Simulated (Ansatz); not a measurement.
Consider the formal exchange of groups at a B–O bond: `C#CB(O)F` + CH₄ → `C#CB(C)F` + H₂O.

Isolated molecules relaxed with PBE0-D4/def2-TZVP in Ansatz; ΔE leaves out vibrations. CCSD(T)/CBS is the MP2 limit (def2-TZVPP, def2-QZVPP) plus CCSD(T) − MP2 in def2-TZVPP, frozen cores. This one scheme is used for every species. DFT in def2-TZVPP. B3LYP here is the variant with VWN-RPA as its local correlation; programs differ in this. Each species was taken in one conformer, which may not be the lowest.

```
             level  ΔE (kJ/mol)  difference from CCSD(T)/CBS
            PBE-D4        132.0                         -0.1
         revPBE-D4        130.2                         -1.9
            B97M-V        140.4                          8.3
          B3LYP-D4        138.4                          6.3
        r2SCAN0-D4        138.6                          6.5
            B2PLYP        140.0                          7.9
            r2SCAN        139.6                          7.5
              PBE0        134.1                          2.0
           r2SCAN0        139.1                          7.0
         CAM-B3LYP        142.2                         10.1
RPA@PBE/def2-TZVPP        134.5                          2.4
  CCSD(T)/def2-SVP        158.6                         26.5
   CCSD/def2-TZVPP        136.8                          4.7
CCSD(T)/def2-TZVPP        136.3                          4.2
     HF/def2-QZVPP        146.1                         14.0
    MP2/def2-QZVPP        133.8                          1.7
       CCSD(T)/CBS        132.1                            0
```

Largest T1 diagnostic among the species: 0.014.

In def2-TZVPP, CCSD(T) changes the Hartree–Fock value by −10.1 kJ/mol (the triples alone add −0.5 kJ/mol) and MP2 by −10.1 kJ/mol. At CCSD(T), def2-SVP lies +26.5 kJ/mol from the extrapolated value and def2-TZVPP +4.3 kJ/mol. Leaving LDA and LC-ωPBE aside and taking each functional with its dispersion term where it has one, the values, not all of them listed here, spread over 10.8 kJ/mol, from revPBE-D4 to BHLYP-D4. LDA lies +3.7 kJ/mol from PBE without D4.
